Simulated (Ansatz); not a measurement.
The same redistribution along the group B, Al, In.

Gas-phase electronic energies from Ansatz, PBE0-D4/def2-TZVP geometries. CCSD(T)/CBS is the MP2 limit (def2-TZVPP, def2-QZVPP) plus CCSD(T) − MP2 in def2-TZVPP, frozen cores. Functionals use def2-TZVPP. Elements past krypton have def2 core potentials. For In outer-core shells are correlated without core-valence functions, which leaves a few kJ/mol of doubt a bond. One conformer a species, not always the lowest.

```
                                                                                           reaction  PBE-D4 (eV)  MP2/CBS(def2) (eV)  CCSD(T)/CBS(def2) (eV)
                 `FB(O[SiH3])O[SiH3]` + `F[SiH2]N[SiH2]F` → `[SiH3]OBO[SiH3]` + `F[SiH2]N[SiH](F)F`        -0.16               -0.27                   -0.24
`[F][Al]([O][SiH3])[O][SiH3]` + `F[SiH2]N[SiH2]F` → `[SiH3][O][AlH][O][SiH3]` + `F[SiH2]N[SiH](F)F`         0.17                0.23                    0.20
`[F][In]([O][SiH3])[O][SiH3]` + `F[SiH2]N[SiH2]F` → `[SiH3][O][InH][O][SiH3]` + `F[SiH2]N[SiH](F)F`        -1.27               -1.32                   -1.32
```

Largest T1 diagnostic: 0.016, for `[F][In]([O][SiH3])[O][SiH3]`.
